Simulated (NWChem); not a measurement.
System: C2H6BCl; SMILES ClBCC

The following NWChem deck was run.

```
start job
memory heap 200 mb stack 900 mb global 1100 mb
geometry units angstroms noautosym nocenter noautoz
  B     -0.508198    -0.157874    -0.091767
  H     -1.658968    -0.052339    -0.445275
  Cl     0.023993    -1.783888     0.307393
  C      0.484336     1.042522    -0.047474
  C     -0.138931     2.427974     0.094699
  H      1.008461     0.965688    -1.025488
  H      1.279573     0.867971     0.696854
  H     -0.622159     2.551302     1.076452
  H     -0.911338     2.603024    -0.670172
  H      0.611173     3.227617    -0.002077
end
basis spherical
  B library pcsseg-1
  H library pcsseg-1
  Cl library pcsseg-1
  C library pcsseg-1
end
dft
  xc kt2
  iterations 150
end
property
  shielding
  efieldgrad
end
task dft property
```

Output (shortened):

```
             Northwest Computational Chemistry Package (NWChem) 7.3.0
             --------------------------------------------------------

                             Geometry "geometry" -> ""
                             -------------------------

 Output coordinates in angstroms (scale by  1.889725989 to convert to a.u.)

  No.       Tag          Charge          X              Y              Z
 ---- ---------------- ---------- -------------- -------------- --------------
    1 B                    5.0000    -0.50819800    -0.15787400    -0.09176700
    2 H                    1.0000    -1.65896800    -0.05233900    -0.44527500
    3 Cl                  17.0000     0.02399300    -1.78388800     0.30739300
    4 C                    6.0000     0.48433600     1.04252200    -0.04747400
    5 C                    6.0000    -0.13893100     2.42797400     0.09469900
    6 H                    1.0000     1.00846100     0.96568800    -1.02548800
    7 H                    1.0000     1.27957300     0.86797100     0.69685400
    8 H                    1.0000    -0.62215900     2.55130200     1.07645200
    9 H                    1.0000    -0.91133800     2.60302400    -0.67017200
   10 H                    1.0000     0.61117300     3.22761700    -0.00207700

 Effective nuclear repulsion energy (a.u.)     135.4355650760

                              NWChem Property Module
                              ----------------------

  itol2e modified to match energy
  convergence criterion.

                                 NWChem DFT Module
                                 -----------------

 Summary of "ao basis" -> "ao basis" (spherical)
 ------------------------------------------------------------------------------
       Tag                 Description            Shells   Functions and Types
 ---------------- ------------------------------  ------  ---------------------
 B                          pcsseg-1                 7       17   3s3p1d
 H                          pcsseg-1                 3        5   2s1p
 Cl                         pcsseg-1                10       24   4s5p1d
 C                          pcsseg-1                 7       17   3s3p1d

  itol2e modified to match energy
  convergence criterion.

            General Information
            -------------------
          SCF calculation type: DFT
          Wavefunction type:  closed shell.
          No. of atoms     :    10
          No. of electrons :    40
           Alpha electrons :    20
            Beta electrons :    20
          Charge           :     0
          Spin multiplicity:     1
          Use of symmetry is: off; symmetry adaption is: off
          Maximum number of iterations: 150
          AO basis - number of functions:   105
                     number of shells:    49
          Convergence on energy requested:  1.00D-07
          Convergence on density requested:  1.00D-05
          Convergence on gradient requested:  5.00D-04

              XC Information
              --------------
                          KT2 Method XC Functional
                        Slater Exchange Functional  1.072 local
                           KT1 gradient correction  1.000 non-local
            Perdew 1991 LDA Correlation Functional  0.577 local

             Grid Information
             ----------------
          Grid used for XC integration:  fine
          Radial quadrature: Mura-Knowles
          Angular quadrature: Lebedev.
          Tag              B.-S. Rad. Rad. Pts. Rad. Cut. Ang. Pts.
          ---              ---------- --------- --------- ---------
          B                   0.85       70          11.0       590
          H                   0.35       60          12.0       590
          Cl                  1.00      123          13.0       770
          C                   0.70       70          11.0       590
          Grid pruning is: on
          Number of quadrature shells:   693
          Spatial weights used:  Erf1

[...]

          -----------------------------------------
          Chemical Shielding Tensors (GIAO, in ppm)
          -----------------------------------------

                                NWChem CPHF Module
                                ------------------

  scftype          =     RHF
  nclosed          =       20
  nopen            =        0
  variables        =     1700
  # of vectors     =        3
  tolerance        = 0.10D-03
  level shift      = 0.00D+00
  max iterations   =       50
  max subspace     =       30

 SCF residual:    1.7608665974218340E-005

Iterative solution of linear equations
  No. of variables     1700
  No. of equations        3
  Maximum subspace       30
        Iterations       50
       Convergence  1.0D-04

   iter   nsub   residual    time
   ----  ------  --------  ---------
     1      3    1.26D-05      34.3

      Atom:    1  B
        Diamagnetic
    190.3878      2.2612      2.2851
      2.2612    208.4826     -3.2669
      2.2851     -3.2669    182.1996

        Paramagnetic
   -184.5498     20.9306    -33.7549
     20.9306   -218.9397     25.2542
    -33.7549     25.2542    -97.3104

        Total Shielding Tensor
      5.8380     23.1918    -31.4697
     23.1918    -10.4571     21.9873
    -31.4697     21.9873     84.8892

           isotropic =      26.7567
          anisotropy =     106.2768

          Principal Components and Axis System
                 1           2           3
               97.6079    -37.7833     20.4454

      1        -0.2920     -0.6032      0.7422
      2         0.1301      0.7437      0.6557
      3         0.9475     -0.2881      0.1387

      Atom:    2  H
        Diamagnetic
     34.7941     -1.2593      4.3017
     -1.2593     26.4372     -0.9153
      4.3017     -0.9153     22.6161

        Paramagnetic
    -12.1766      1.5307     -4.5094
      1.5307      0.0128      0.8730
     -4.5094      0.8730      1.1595

        Total Shielding Tensor
     22.6176      0.2714     -0.2077
      0.2714     26.4500     -0.0422
     -0.2077     -0.0422     23.7757

           isotropic =      24.2811
          anisotropy =       3.2839

          Principal Components and Axis System
                 1           2           3
               26.4703     23.8089     22.5640

      1         0.0714     -0.1644      0.9838
      2         0.9972      0.0327     -0.0669
      3        -0.0211      0.9858      0.1663

      Atom:    3  Cl
        Diamagnetic
   1147.9230     -0.7677      0.0218
     -0.7677   1154.9633     -1.2137
      0.0218     -1.2137   1148.7303

        Paramagnetic
   -738.0130   -138.4185   -150.2784
   -138.4185   -613.6241     41.8792
   -150.2784     41.8792   -201.9890

        Total Shielding Tensor
    409.9101   -139.1862   -150.2565
   -139.1862    541.3392     40.6655
   -150.2565     40.6655    946.7413

           isotropic =     632.6635
          anisotropy =     549.1356

          Principal Components and Axis System
                 1           2           3
              998.7540    595.8678    303.3689

      1        -0.2811     -0.4200      0.8629
      2         0.1695      0.8633      0.4754
      3         0.9446     -0.2799      0.1715

      Atom:    4  C
        Diamagnetic
    248.9837      0.0829     -0.1609
      0.0829    263.7534      0.9330
     -0.1609      0.9330    245.8250

        Paramagnetic
   -107.3331     13.5385     -2.7815
     13.5385   -103.2078      6.4611
     -2.7815      6.4611    -87.0692

        Total Shielding Tensor
    141.6506     13.6213     -2.9423
     13.6213    160.5456      7.3941
     -2.9423      7.3941    158.7559

           isotropic =     153.6507
          anisotropy =      24.8909

          Principal Components and Axis System
                 1           2           3
              170.2447    157.6482    133.0593

      1         0.3481     -0.4076      0.8442
      2         0.8264     -0.2918     -0.4816
      3         0.4427      0.8653      0.2353

      Atom:    5  C
        Diamagnetic
    246.4142     -5.7205     -0.6135
     -5.7205    258.0399      1.4029
     -0.6135      1.4029    244.0179

        Paramagnetic
    -75.4475      0.0891      4.1114
      0.0891    -75.7728      0.7390
      4.1114      0.7390    -80.8562

        Total Shielding Tensor
    170.9667     -5.6315      3.4979
     -5.6315    182.2671      2.1419
      3.4979      2.1419    163.1617

           isotropic =     172.1318
          anisotropy =      18.7240

          Principal Components and Axis System
                 1           2           3
              184.6145    170.7839    160.9971

      1        -0.3743      0.8249     -0.4235
      2         0.9268      0.3173     -0.2011
      3         0.0315      0.4677      0.8833

      Atom:    6  H
        Diamagnetic
     27.6106      0.1216     -7.8445
      0.1216     27.8766      0.2901
     -7.8445      0.2901     33.7874

        Paramagnetic
      0.9054     -2.1125      3.9458
     -2.1125      2.3061     -0.3807
      3.9458     -0.3807     -2.1838

        Total Shielding Tensor
     28.5160     -1.9909     -3.8987
     -1.9909     30.1827     -0.0906
     -3.8987     -0.0906     31.6036

           isotropic =      30.1008
          anisotropy =       6.6362

          Principal Components and Axis System
                 1           2           3
               34.5249     30.5117     25.2657

      1        -0.5841     -0.1321      0.8009
      2         0.2517      0.9086      0.3334
      3         0.7717     -0.3963      0.4974

      Atom:    7  H
        Diamagnetic
     32.5644     -0.7658      7.9205
     -0.7658     28.9964     -1.1633
      7.9205     -1.1633     28.4418

        Paramagnetic
     -3.2170     -0.6979     -4.4768
     -0.6979      2.0926      0.9356
     -4.4768      0.9356     -0.2947

        Total Shielding Tensor
     29.3474     -1.4637      3.4437
     -1.4637     31.0890     -0.2277
      3.4437     -0.2277     28.1471

[...]
```

Level: KT2/pcSseg-1, GIAO. All runs use the structure optimised with PBE0/def2-SVP. NWChem prints the field gradient with the sign opposite to the second derivative of the potential. The printed shielding anisotropy is the first printed principal value minus the mean of the other two.
